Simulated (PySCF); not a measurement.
Level of theory: B3LYP-D3(BJ)/def2-TZVP // BP86-D3(BJ)/def2-SVP (PySCF). Gas-phase values, no solvent. B3LYP has the VWN-RPA correlation part, as in Gaussian. 

Reference species: [Zn(Br)2] (neutral, multiplicity 1).

```
Item                                                             Value
------------------------------------------------------------  --------
HOMO                                                          -8.30 eV
mean distance from the central atom to its bonded neighbours   2.236 Å
LUMO                                                          -2.17 eV
charge on the central atom (meta-Löwdin)                        1.17 e
```

Changed species: [Zn(Br)(H)] (1 of 2 Br replaced by H; the reference has 0 of 2 Br replaced by H).

Q: What does the change do to the HOMO, mean distance from the central atom to its bonded neighbours, LUMO and charge on the central atom (meta-Löwdin)?

A: the HOMO goes up by 0.22 eV, to -8.08 eV; the mean distance from the central atom to its bonded neighbours falls by 0.347 Å, to 1.889 Å; the LUMO rises by 1.21 eV, to -0.96 eV; the charge on the central atom (meta-Löwdin) falls by 0.18 e, to 0.99 e.
